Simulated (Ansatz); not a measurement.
`[F][Sn-]1[O]C=CC=[O+]1`, relaxed with RKS PBE0-D4/def2-TZVP in Ansatz 0.2.0 from a PBE-D4/def2-SVP geometry. The force threshold is 0.005 eV/Å; the program also tests the step.

Charge 0, multiplicity 1. Sn: def2 effective core potential.

Start:

```xyz
10

F    -2.079   -1.963    0.657
Sn   -2.450   -0.132    0.001
O    -0.810   -0.294   -1.500
C     0.439   -0.166   -1.261
C     1.062    0.259   -0.072
C     0.395    0.670    1.098
O    -0.862    0.706    1.323
H     1.111   -0.413   -2.118
H     2.160    0.305   -0.068
H     1.036    1.026    1.940
```

(1) How much energy does the relaxation release, and in how many steps? (An estimate is asked.)

(2) Which bonds change most? (Best estimate.)

(3) Give the relaxed structure. (Best estimate.)

Results:

(1) Ansatz gave: 2.34 kcal/mol, in 9 steps, 1 of them rejected.

(2) Computed: Sn2–O3 from 2.230 to 2.162 Å; Sn2–O7 from 2.229 to 2.162 Å; F1–Sn2 from 1.980 to 1.949 Å; C6–H10 from 1.116 to 1.097 Å.

(3) Ansatz gave: 
```xyz
10

F    -1.903   -1.904    0.640
Sn   -2.403   -0.132    0.002
O    -0.824   -0.237   -1.471
C     0.416   -0.162   -1.240
C     1.041    0.226   -0.061
C     0.373    0.660    1.078
O    -0.875    0.732    1.264
H     1.064   -0.418   -2.087
H     2.122    0.234   -0.044
H     0.990    1.001    1.919
```
